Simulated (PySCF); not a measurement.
NICS in isomers of C5H7NSSi.

Probes without a nucleus sit at each ring's centroid and 1 Å off its mean plane on both sides; NICS is minus the shielding there, NICSzz its component along the normal. Level: GIAO PBE0/pcSseg-1 (PySCF, non-relativistic, gas phase) on the GFN2-xTB geometries, one conformer each. Atom numbers follow the mapped SMILES.

Question: Order these rings by mean NICS(1)zz, lowest (most negative) first (ppm).
A. ring Si3–C4–C5–C6–C7–S8 in `[N:1]#[C:2][Si@@H:3]1[CH:4]=[CH:5][CH2:6][CH2:7][S:8]1`
B. ring C4–C5–C6–S7–N8 in `[CH2:1]=[CH:2][SiH2:3][c:4]1[cH:5][cH:6][s:7][n:8]1`
C. ring C3–C4–C5–C6–C7–N8 in `[SH:1][SiH2:2][c:3]1[cH:4][cH:5][cH:6][cH:7][n:8]1`
D. ring C5–C6–S7–Si8 in `[H]/[N:1]=[CH:2]\[C:3]#[C:4][C@@H:5]1[CH2:6][S:7][SiH2:8]1`
E. ring C4–Si5–C6–C7–S8 in `[N:1]#[C:2][CH2:3][C@H:4]1[SiH2:5][CH:6]=[CH:7][S:8]1`

Answer: B (-32.0), C (-28.5), E (-1.3), A (3.8), D (7.6).

```tsv
SMILES	ring	NICS(0)	NICS(1)	NICS(1)zz	HOMA	rms pucker (Å)	ring atoms with four or more neighbours
C=C[SiH2]c1ccsn1	5-membered ring with N and S; formal bonds all aromatic	-12.9	-12.6	-32.0	–	0.00	0
S[SiH2]c1ccccn1	6-membered ring with N; formal bonds all aromatic	-6.5	-11.2	-28.5	1.00	0.00	0
N#CC[C@H]1[SiH2]C=CS1	5-membered ring with S and Si; formal bonds 1 double, 4 single	-4.6	-3.0	-1.3	–	0.05	2
N#C[Si@@H]1C=CCCS1	6-membered ring with S and Si; formal bonds 1 double, 5 single	-1.1	-1.8	3.8	–	0.26	3
[H]/N=C\C#C[C@@H]1CS[SiH2]1	4-membered ring with S and Si; formal bonds all single	-0.8	-0.1	7.6	–	0.05	3
```

NICS(0) gives the same order. The isotropic NICS(1) gives the same order. HOMA uses Krygowski's 1993 parameters; it is left out where a ring has a four-coordinate atom, a triple bond, no multiple bond or a kind of bond without parameters. NICS(1) and NICS(1)zz are means over the two faces.
